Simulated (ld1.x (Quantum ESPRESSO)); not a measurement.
**Reading a pseudo-wave (Cr)**

Columns: radius, all-electron u(r) and pseudo u(r) of the 4s shell (level -3.98 eV) of chromium in the configuration [Ar] 3d5 4s1 4p0; BLYP, scalar-relativistic, PAW scheme, ld1.x (Quantum ESPRESSO) 7.5.

| r (bohr) | all-electron | pseudo |
| --- | --- | --- |
| 0.171 | -0.1416 | -0.0610 |
| 0.342 | -0.0127 | -0.1213 |
| 0.513 | 0.1888 | -0.1801 |
| 0.684 | 0.2484 | -0.2367 |
| 0.855 | 0.1896 | -0.2905 |
| 1.026 | 0.0728 | -0.3409 |
| 1.197 | -0.0598 | -0.3873 |
| 1.368 | -0.1855 | -0.4294 |
| 1.539 | -0.2947 | -0.4668 |
| 1.710 | -0.3842 | -0.4993 |
| 1.881 | -0.4542 | -0.5267 |
| 2.052 | -0.5065 | -0.5487 |
| 2.223 | -0.5433 | -0.5655 |
| 2.394 | -0.5670 | -0.5770 |
| 2.565 | -0.5797 | -0.5832 |
| 2.736 | -0.5834 | -0.5841 |
| 2.907 | -0.5798 | -0.5798 |
| 3.078 | -0.5705 | -0.5705 |
| 3.249 | -0.5567 | -0.5567 |
| 3.420 | -0.5395 | -0.5395 |
| 3.591 | -0.5197 | -0.5197 |
| 3.762 | -0.4982 | -0.4982 |
| 3.933 | -0.4754 | -0.4754 |
| 4.104 | -0.4520 | -0.4520 |
| 4.275 | -0.4283 | -0.4283 |
| 4.446 | -0.4046 | -0.4046 |

Problem. How many radial nodes do the two functions have?

Solution. The all-electron 4s function has n − l − 1 = 3 (the table is too coarse to show those close to the nucleus); the pseudo-wave has 0, since the states of the same l below it are removed with the core.

Problem. At about which radius was the pseudo-wave matched?

Solution. 2.98 bohr, where the columns begin to agree (steps of 0.17 bohr).

Problem. Is the pseudo-wave norm-conserving?

Solution. No, it belongs to a PAW set: the norm inside the radius is not constrained, and the difference is carried by the augmentation charge.
